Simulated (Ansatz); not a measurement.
Relaxation of AlCl$_{2}$FH (5 atoms, charge 0, multiplicity 2), to a largest force component of 0.03 eV/Å in at most 50 steps.

Computed with UKS B3LYP-D4/def2-SVP (Ansatz).

```xyz
5
Properties=species:S:1:pos:R:3:forces:R:3
Al 0.000 0.000 -0.124 0.00 0.00 0.47
F 0.000 0.000 1.550 0.00 0.00 -0.75
Cl 1.830 0.000 -1.116 -0.09 0.00 0.02
Cl -1.830 0.000 -1.116 0.09 0.00 0.02
H 0.000 0.000 3.677 0.00 0.00 0.24
```

Question: Where does it end, and by what steps?

Answer: The run converged. The force dipped under the threshold on the way, but the program's further checks kept it going. After 5 steps the energy has fallen by 0.054 eV; H5 moved furthest, 0.46 Å.

```tsv
step	energy less start (eV)	largest force component (eV/Å)	accepted
0	0.0000	0.749	yes
1	-0.0221	0.481	yes
2	-0.0466	0.059	yes
3	-0.0514	0.027	yes
4	-0.0532	0.010	yes
5	-0.0536	0.003	yes
```

```xyz
5
Properties=species:S:1:pos:R:3
Al 0.000 0.000 -0.226
F 0.000 0.000 1.427
Cl 1.818 0.000 -1.234
Cl -1.818 0.000 -1.234
H 0.000 0.000 4.136
```

Whether the end is a true minimum wasn't checked by a vibrational analysis.

Time of the run: 13 s on 2 threads of Arm Neoverse V2 (shared host), peak memory 0.19 GiB.
